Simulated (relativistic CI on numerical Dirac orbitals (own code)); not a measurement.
**Cr⁺: calculation against measurement**

Computed by Dirac-Coulomb-Breit CI, separate exchange-only KLI orbitals for each configuration, QED by a radiative potential, valence Slater integrals scaled by 0.85, P86 correlation energy added to each configuration (own radial code, finite nucleus).

Configuration list (outside the closed core [Ar]): 3d5, 3d4 4s, 3d4 4p, 3d3 4s 4p, 3d3 4s2, 3d4 5s, 3d4 4d, 3d4 5p, 3d4 4f, 3d4 5d, 3d4 5f, 3d4 5g, 3d3 4s 5s, 3d3 4p2. Levels of other configurations are missing.

```
Configuration  Term (tabulated)     J  Measured (cm⁻¹)  Computed  Error  Purity (%)
          3d5              a 6S   5/2              0.0         0      0          99
       3d4 4s              a 6D   1/2          11961.8     10144  -1818         100
       3d4 4s              a 6D   3/2          12032.6     10211  -1821         100
       3d4 4s              a 6D   5/2          12147.8     10320  -1827         100
       3d4 4s              a 6D   7/2          12303.9     10469  -1835         100
       3d4 4s              a 6D   9/2          12496.4     10653  -1844         100
       3d4 4s              a 4D   1/2          19528.2     18548   -981          95
       3d4 4s              a 4D   3/2          19631.2     18650   -981          95
       3d4 4s              a 4D   5/2          19797.9     18815   -983          95
       3d4 4s              a 4D   7/2          20024.0     19036   -988          95
          3d5              a 4G   5/2          20512.1     21752   1240          98
          3d5              a 4G  11/2          20512.1     21749   1237          98
          3d5              a 4G   7/2          20517.8     21755   1237          98
          3d5              a 4G   9/2          20519.3     21755   1235          98
          3d5              a 4P   5/2          21822.5     24202   2379          92
          3d5              a 4P   1/2          21823.8     24152   2328          90
          3d5              a 4P   3/2          21824.1     24173   2349          91
       3d4 4p             z 6F°   1/2          46823.4     43317  -3506         100
       3d4 4p             z 6F°   3/2          46905.2     43392  -3514         100
       3d4 4p             z 6F°   5/2          47040.3     43515  -3526         100
       3d4 4p             z 6F°   7/2          47227.2     43685  -3543         100
       3d4 4p             z 6F°   9/2          47464.6     43900  -3564         100
       3d4 4p             z 6F°  11/2          47751.6     44161  -3591         100
       3d4 4p             z 6P°   3/2          48398.9     44905  -3494          99
       3d4 4p             z 6P°   5/2          48491.1     44999  -3492          99
       3d4 4p             z 6P°   7/2          48632.1     45135  -3498         100
       3d4 4p             z 4P°   1/2          48749.4     46244  -2505          69
       3d4 4p           z 4P° †   3/2          49005.9     46388  -2618          81
       3d4 4p           z 6D° †   5/2          49351.8     45955  -3396          94
       3d4 4p           z 6D° †   1/2          49492.8     45625  -3868          69
       3d4 4p           z 6D° †   3/2          49564.6     45772  -3792          82
       3d4 4p           z 6D° †   7/2          49645.8     46140  -3505          99
       3d4 4p           z 4P° †   5/2          49706.3     46656  -3051          93
       3d4 4p             z 6D°   9/2          49838.4     46326  -3512          99
```

Measured levels from NIST Handbook of Basic Atomic Spectroscopic Data (Sansonetti and Martin, J. Phys. Chem. Ref. Data 34, 1559 (2005)); pairs were made by configuration, J and term (by order where the table uses no LS term), so strongly mixed levels may be paired wrongly.

Mean error by configuration (cm⁻¹): 3d4 4s -1453; 3d5 1715; 3d4 4p -3431. Over the excited levels the mean absolute error is 2327 cm⁻¹ (33 of the 33 excited levels that our extract of the source holds in range could be paired), and the median relative error of those above 1,000 cm⁻¹ is 7.5 %. † marks terms whose computed intervals miss the measured ones by more than a factor of 2.5, or configurations far off the rest, from wrong mixing, a near crossing or a doubtful label or measurement; they are left out of the means.

Transition probabilities of persistent lines. The last column rescales the computed rate by the cube of measured over computed energy:

```
λ measured (Å)            Lower              Upper  A tabulated (s⁻¹)  A computed  A rescaled
   2055.59 air     3d5 a 6S_5/2   3d4 4p z 6P°_7/2           1.20e+08    1.14e+08    1.43e+08
   2061.54 air     3d5 a 6S_5/2   3d4 4p z 6P°_5/2           1.20e+08    1.13e+08    1.41e+08
   2065.46 air     3d5 a 6S_5/2   3d4 4p z 6P°_3/2           1.20e+08    1.13e+08    1.41e+08
   2835.63 air  3d4 4s a 6D_9/2  3d4 4p z 6F°_11/2           2.00e+08    2.42e+08    2.81e+08
   2843.24 air  3d4 4s a 6D_7/2   3d4 4p z 6F°_9/2           6.40e+07    1.93e+08    2.25e+08
   2849.83 air  3d4 4s a 6D_5/2   3d4 4p z 6F°_7/2           9.20e+07    1.51e+08    1.75e+08
   2862.57 air  3d4 4s a 6D_7/2   3d4 4p z 6F°_7/2           6.30e+07    8.14e+07    9.46e+07
```
